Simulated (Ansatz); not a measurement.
CH4Cl2Si (`C[SiH](Cl)Cl`), relaxed with RKS PBE-D4/def2-SVP in Ansatz 0.2.0 from a rough embedded geometry. The force threshold is 0.03 eV/Å; the program also tests the step.

Charge 0, multiplicity 1.

Start:

```xyz
8

C    -0.806    0.119    0.530
Si    0.627    0.018   -0.534
Cl    0.699   -1.815   -1.362
Cl    2.340    0.120    0.554
H    -0.863    1.144    1.059
H    -1.787    0.042    0.011
H    -0.836   -0.617    1.351
H     0.626    0.989   -1.608
```

(1) By how much does the energy fall, and how many steps does the optimiser take? (Best estimate.)

(2) Which bonds change most? (An estimate is asked.)

(3) Give the relaxed structure. (Estimate.)

Results:

(1) Ansatz gave: 0.25 eV, in 4 steps.

(2) Ansatz gave: C1–Si2 from 1.788 to 1.866 Å; Si2–Cl3 from 2.013 to 2.080 Å; Si2–H8 from 1.448 to 1.497 Å; Si2–Cl4 from 2.031 to 2.080 Å.

(3) The calculation gave: 
```xyz
8

C    -0.852    0.147    0.576
Si    0.636   -0.011   -0.540
Cl    0.643   -1.891   -1.430
Cl    2.364    0.204    0.598
H    -0.857    1.140    1.069
H    -1.791    0.032   -0.002
H    -0.823   -0.634    1.361
H     0.680    1.012   -1.632
```
